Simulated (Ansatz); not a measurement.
Start from `FB(S)Cl` and change one atom or group to get `SBCl`.

Ansatz, PBE0-D4/def2-TZVP geometries, multiplicity 1. Each molecule was computed in one conformer, which needn't be the lowest.

```json
{"property": "zero-point energy (PBE0-D4/def2-TZVP) / kJ/mol", "`FB(S)Cl`": "47.2"}
{"property": "HOMO–LUMO gap (PBE/def2-TZVPP) / eV", "`FB(S)Cl`": "5.52"}
{"property": "size of the dipole moment (B3LYP/def2-TZVPP) / D", "`FB(S)Cl`": "1.17"}
{"property": "LUMO energy (PBE/def2-TZVPP) / eV", "`FB(S)Cl`": "-1.62"}
{"property": "LUMO energy (ωB97M-V/def2-TZVPP) / eV", "`FB(S)Cl`": "1.49"}
{"property": "HOMO energy (PBE/def2-TZVPP) / eV", "`FB(S)Cl`": "-7.14"}
```

Task: What does the change do to each property? (An estimate is asked.)

Result: The calculation gave: 
```
                                        property  `SBCl`  shift
  zero-point energy (PBE0-D4/def2-TZVP) / kJ/mol    62.4   15.2
             HOMO–LUMO gap (PBE/def2-TZVPP) / eV    4.90  -0.62
size of the dipole moment (B3LYP/def2-TZVPP) / D    1.52   0.35
               LUMO energy (PBE/def2-TZVPP) / eV   -2.23  -0.61
           LUMO energy (ωB97M-V/def2-TZVPP) / eV    0.74  -0.75
               HOMO energy (PBE/def2-TZVPP) / eV   -7.13   0.01
```

With PBE0 the HOMO rises by 0.07 eV and the LUMO falls by 0.65 eV, so the gap narrows by about 0.72 eV. PBE moves the HOMO by 0.01 eV and ωB97M-V by 0.09 eV. Dipoles are sizes alone; their direction can turn.

B3LYP here is the variant with VWN-RPA as its local correlation; programs differ in this.
